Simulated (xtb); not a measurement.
BrH4NO2Si, SMILES N[Si](O)(O)Br. All values are semi-empirical tight-binding results from xtb (GFN2-xTB unless named), good for trends rather than for accurate numbers. Geometry: GFN2-xTB. This is a generated structure with no PubChem entry under its InChIKey; it may be hypothetical. The values are those of a single conformer.

Optimised geometry:

Bond lengths (Å): N1–Si2 1.708, N1–H6 1.005, N1–H7 1.005, Si2–O3 1.617, Si2–O4 1.617, Si2–Br5 2.212, O3–H8 0.951, O4–H9 0.953. Angles (°): Si2–N1–H6 119.4, Si2–N1–H7 118.4, H6–N1–H7 110.8, N1–Si2–O3 112.0, N1–Si2–O4 103.5, N1–Si2–Br5 115.9, O3–Si2–O4 116.3, O3–Si2–Br5 100.6, O4–Si2–Br5 109.0, Si2–O3–H8 121.0, Si2–O4–H9 121.6.

Computed properties:
```
Property                                           Value
----------------------------------------  --------------
orbital gap                                      7.34 eV
zero-point energy                          34.1 kcal/mol
G − E(el) at 298.15 K (modified RRHO)      13.5 kcal/mol
static polarisability (D4 model)              73.9 bohr³
solvation energy, GFN2-xTB/ALPB(water)    -10.3 kcal/mol
solvation energy, GFN2-xTB/ALPB(octanol)  -11.1 kcal/mol
```

Computed atomic charges and the Wiberg bond orders between heavy atoms:
charges (e) N1 -0.40, Si2 0.64, O3 -0.48, O4 -0.48, Br5 -0.22, H6 0.16, H7 0.17, H8 0.30, H9 0.31. Bond orders N1–Si2 1.12, Si2–O3 1.13, Si2–O4 1.13, Si2–Br5 0.98.
